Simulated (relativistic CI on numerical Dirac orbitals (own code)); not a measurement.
**Hyperfine structure of Sn XLIII, mass number 115**

Method of calculation: Dirac-Coulomb-Breit CI, orbitals from a KLI potential per configuration, a model potential for QED, unscaled Slater integrals (own radial code, finite nucleus).

CI space (outside the closed core 1s2): 2s²2p⁴, 2s2p⁵, 2p⁶, 2p⁵3s, 2p⁵3p, 2p⁵3d, 2s²2p³3s, 2s²2p³3p, 2s²2p³3d, 2s2p⁴3s, 2s2p⁴3p, 2s2p⁴3d, 2s²2p³4s, 2s²2p³4p, 2s²2p³4d, 2s²2p³4f. Levels of other configurations are missing.

Nuclear spin I = 1/2, μ = -0.9174 μN (tables of Stone and Pyykkö). The electronic factors are computed for point nuclear moments, without core polarisation or the Bohr-Weisskopf and QED corrections.

```json
{"Level": "2s²2p⁴ ³P2", "E (eV)": "0.000", "A (GHz)": "-418.6"}
{"Level": "2s²2p⁴ ³P1", "E (eV)": "236.132", "A (GHz)": "135.4"}
{"Level": "2s²2p⁴ ¹D2", "E (eV)": "252.201", "A (GHz)": "-997.7"}
{"Level": "2s2p⁵ ³P°2", "E (eV)": "471.968", "A (GHz)": "-2440"}
{"Level": "2s2p⁵ ¹P°1", "E (eV)": "519.521", "A (GHz)": "1427"}
{"Level": "2s2p⁵ ³P°1", "E (eV)": "746.793", "A (GHz)": "-5415"}
```

Levels with J = 0, under 50 % of one LS term, or S terms without an open s electron are left out. Small factors come from cancelling terms and can be off by tens of per cent or more.

At this charge energies of transitions that change n are usually good to better than 1 %, and those within a shell (Δn = 0) to a few per cent.

(1) Give the hyperfine levels of 2s²2p⁴ ³P2 relative to its centre of gravity.

Answers

(1) With K = F(F + 1) − I(I + 1) − J(J + 1), E = AK/2: F = 3/2: 627.9, F = 5/2: -418.6 GHz.

LS names give the leading component of a level, which can be under half, so a name can repeat, a term be missing and a line seem to break the LS rules.
